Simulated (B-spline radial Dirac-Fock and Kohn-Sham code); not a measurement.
These are calculated numbers from a radial B-spline solver; the model is one-electron (LDA, Dirac) transition rates at Dirac-Fock energies.

Question: A single inner-shell vacancy in a neutral atom gives this computed emission spectrum. Which element, which hole, and which lines?

```tsv
energy (eV)	relative intensity
33031.4	54.4
33439.3	100.0
37714.5	9.5
37795.7	18.5
38701.9	2.0
38719.2	4.0
38910.3	0.6
```

Answer: Lanthanum (Z = 57), hole in K (1s). In order of rising energy the lines are Kα2 (K-L2), Kα1 (K-L3), Kβ3 (K-M2), Kβ1 (K-M3), Kβ2'' (K-N2), Kβ2' (K-N3), K-O3.
